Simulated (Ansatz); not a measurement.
Start from `O=[C]([SiH3])[SnH3]` and change one atom or group to get `O=C([SiH3])[AsH2]`.

Ansatz, PBE0-D4/def2-TZVP geometries, multiplicity 1. 

Elements past krypton have def2 core potentials. Scalar relativity is left out up to krypton.

```json
{"property": "size of the dipole moment (B3LYP/def2-TZVPP) / D", "`O=[C]([SiH3])[SnH3]`": "1.73"}
{"property": "size of the dipole moment (PBE/def2-TZVPP) / D", "`O=[C]([SiH3])[SnH3]`": "1.53"}
{"property": "HOMO energy (ωB97M-V/def2-TZVPP) / eV", "`O=[C]([SiH3])[SnH3]`": "-8.37"}
{"property": "HOMO energy (PBE0/def2-TZVPP) / eV", "`O=[C]([SiH3])[SnH3]`": "-6.31"}
{"property": "LUMO energy (PBE0/def2-TZVPP) / eV", "`O=[C]([SiH3])[SnH3]`": "-1.90"}
{"property": "HOMO energy (PBE/def2-TZVPP) / eV", "`O=[C]([SiH3])[SnH3]`": "-5.17"}
```

Problem. Give the same properties after the change, and the shifts. (Best estimate.)

Solution. The calculation gave: 
```json
{"property": "size of the dipole moment (B3LYP/def2-TZVPP) / D", "`O=C([SiH3])[AsH2]`": "1.90", "shift": "0.17"}
{"property": "size of the dipole moment (PBE/def2-TZVPP) / D", "`O=C([SiH3])[AsH2]`": "1.71", "shift": "0.18"}
{"property": "HOMO energy (ωB97M-V/def2-TZVPP) / eV", "`O=C([SiH3])[AsH2]`": "-8.63", "shift": "-0.26"}
{"property": "HOMO energy (PBE0/def2-TZVPP) / eV", "`O=C([SiH3])[AsH2]`": "-6.56", "shift": "-0.25"}
{"property": "LUMO energy (PBE0/def2-TZVPP) / eV", "`O=C([SiH3])[AsH2]`": "-1.75", "shift": "0.15"}
{"property": "HOMO energy (PBE/def2-TZVPP) / eV", "`O=C([SiH3])[AsH2]`": "-5.37", "shift": "-0.20"}
```

With PBE0 the HOMO falls by 0.25 eV and the LUMO rises by 0.15 eV, so the gap widens by about 0.40 eV. PBE moves the HOMO by -0.20 eV and ωB97M-V by -0.26 eV. Dipoles are sizes alone; their direction can turn.

B3LYP here is the variant with VWN-RPA as its local correlation; programs differ in this.
